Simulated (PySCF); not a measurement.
**Carbon: a sound run and one with changed settings**

Sound run: C⁺ [He] 2s2 2p1, C²⁺ [He] 2s2. Computed with PySCF 2.14 in 6-31G*, with no relativity, point nucleus. In the sound run the correlated levels freeze 1s2. The sound run starts from symmetry-adapted Hartree-Fock orbitals and uses a fine grid where one is needed.

Changed run: a valence shell is frozen. This setting is unsound on purpose.

Ionisation energy of C⁺:

```
 method  sound run (eV)  changed run (eV)
    UHF          24.203            24.203
    MP2          24.265            24.203
SCS-MP2          24.219            24.203
   CCSD          24.063            24.203
CCSD(T)          24.083            24.203
  CCSDT             n/a            24.203
    FCI             n/a            24.203
```

Freezing a valence shell removes pair correlation that changes on ionisation.

For comparison, NIST gives 24.383 eV between the lowest levels.
